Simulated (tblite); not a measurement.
C3H9BSi.
SMILES with atom numbers: `[BH2:1]/[C:2]([SiH3:3])=[CH:4]\[CH3:5]` (hydrogens: H6, H7 on B1; H8, H9, H10 on Si3; H11 on C4; H12, H13, H14 on C5)

Computed with GFN2-xTB (tblite), gas phase: L-BFGS steps from a force-field or distance-geometry start until the largest atomic force falls under 0.01 eV/Å.

Step 44: E = -378.9048 eV
```
atom  x, y, z in Å  |  force x, y, z in eV/Å
B1     -0.1088    1.5824   -0.6175    0.005  -0.009  -0.007
C2     -0.3295    0.1612   -0.0856    0.010  -0.035  -0.007
Si3    -2.1264   -0.4334    0.0425   -0.088  -0.009   0.040
C4      0.6163   -0.6835    0.3397    0.041  -0.002   0.019
C5      2.0860   -0.4283    0.2149    0.011   0.027   0.032
H6     -0.6094    1.9314   -1.6157    0.010   0.004  -0.037
H7      0.5174    2.3439    0.0163   -0.023   0.053  -0.008
H8     -2.2112   -1.7641   -0.5760   -0.032   0.046   0.028
H9     -2.5036   -0.5162    1.4583    0.013  -0.036   0.016
H10    -3.0647    0.4815   -0.6120    0.050  -0.010  -0.034
H11     0.3530   -1.6225    0.8166    0.007  -0.029  -0.069
H12     2.6566   -1.3563    0.1857   -0.060   0.041  -0.014
H13     2.4162    0.1438    1.0845    0.055  -0.018   0.005
H14     2.3076    0.1595   -0.6738    0.002  -0.023   0.035
```

Step 45: E = -378.9108 eV
```
atom  x, y, z in Å  |  force x, y, z in eV/Å
B1     -0.1197    1.5804   -0.6162    0.027  -0.120  -0.028
C2     -0.3259    0.1564   -0.0804   -0.032  -0.053   0.021
Si3    -2.1305   -0.4272    0.0510    0.060   0.006   0.009
C4      0.6195   -0.6867    0.3477    0.026   0.040   0.015
C5      2.0882   -0.4269    0.2126    0.017   0.022  -0.005
H6     -0.5514    1.8999   -1.6577    0.015   0.002   0.023
H7      0.4430    2.3573    0.0548   -0.032   0.102  -0.015
H8     -2.2243   -1.7512   -0.5719   -0.029  -0.022   0.011
H9     -2.5104   -0.5092    1.4625   -0.006  -0.027   0.063
H10    -3.0509    0.4888   -0.6179   -0.015   0.052  -0.048
H11     0.3661   -1.6287    0.8270   -0.018   0.031  -0.092
H12     2.6511   -1.3558    0.1531   -0.005  -0.019   0.004
H13     2.4438    0.1287    1.0816    0.009  -0.024   0.054
H14     2.3007    0.1736   -0.6684   -0.017   0.011  -0.012
```

Step 46: E = -378.9128 eV
```
atom  x, y, z in Å  |  force x, y, z in eV/Å
B1     -0.1284    1.5718   -0.6148    0.075  -0.061  -0.055
C2     -0.3217    0.1478   -0.0741   -0.042  -0.048   0.026
Si3    -2.1312   -0.4203    0.0574    0.072   0.009  -0.002
C4      0.6243   -0.6921    0.3556    0.032   0.047   0.009
C5      2.0908   -0.4250    0.2086    0.036   0.021  -0.024
H6     -0.4958    1.8659   -1.6941    0.049  -0.011   0.164
H7      0.3720    2.3672    0.0921   -0.102   0.048  -0.118
H8     -2.2403   -1.7392   -0.5699   -0.020  -0.054   0.009
H9     -2.5182   -0.4983    1.4664   -0.009  -0.022   0.069
H10    -3.0363    0.5014   -0.6234   -0.032   0.070  -0.038
H11     0.3799   -1.6352    0.8384   -0.034   0.055  -0.100
H12     2.6514   -1.3533    0.1213    0.010  -0.010   0.008
H13     2.4645    0.1163    1.0791   -0.016  -0.045   0.069
H14     2.2884    0.1924   -0.6647   -0.019   0.002  -0.016
```

Question: Estimate the geometry and energy of step 47. (The exact step hangs on the optimiser's Hessian estimate; all steps are aligned on step 46, rigid shifts and turns removed.)

Answer: E = -378.9150 eV, largest force 0.129 eV/Å
```
atom  x, y, z in Å  |  force x, y, z in eV/Å
B1     -0.1297    1.5660   -0.6152    0.090  -0.073  -0.006
C2     -0.3216    0.1431   -0.0725   -0.026  -0.038   0.021
Si3    -2.1312   -0.4185    0.0596    0.025   0.001  -0.007
C4      0.6268   -0.6939    0.3566    0.018   0.041   0.005
C5      2.0922   -0.4222    0.2092    0.028   0.014  -0.020
H6     -0.4886    1.8608   -1.6923    0.011  -0.006   0.065
H7      0.3632    2.3640    0.0897   -0.073   0.083  -0.067
H8     -2.2508   -1.7359   -0.5693   -0.012  -0.057   0.011
H9     -2.5208   -0.4972    1.4690   -0.005  -0.014   0.049
H10    -3.0301    0.5070   -0.6272   -0.021   0.058  -0.017
H11     0.3850   -1.6397    0.8341   -0.035   0.047  -0.080
H12     2.6521   -1.3502    0.1185    0.030  -0.009   0.003
H13     2.4676    0.1177    1.0798   -0.022  -0.050   0.074
H14     2.2854    0.1985   -0.6622   -0.007   0.004  -0.031
```

The energy changes by -0.0022 eV. The first-order estimate −F·Δx gives -0.0029 eV and the mean of the old and new forces, exact on a quadratic surface, -0.0022 eV. The step makes an angle of 71° with the force vector and moves no atom by more than 0.011 Å.

What follows is the cost of the whole relaxation. The run took 5.3 s wall, 2.8 s CPU on one thread, Intel Xeon at 2.50 GHz (x86_64), no GPU, shared host with 64 logical CPUs at a one-minute load of 62.
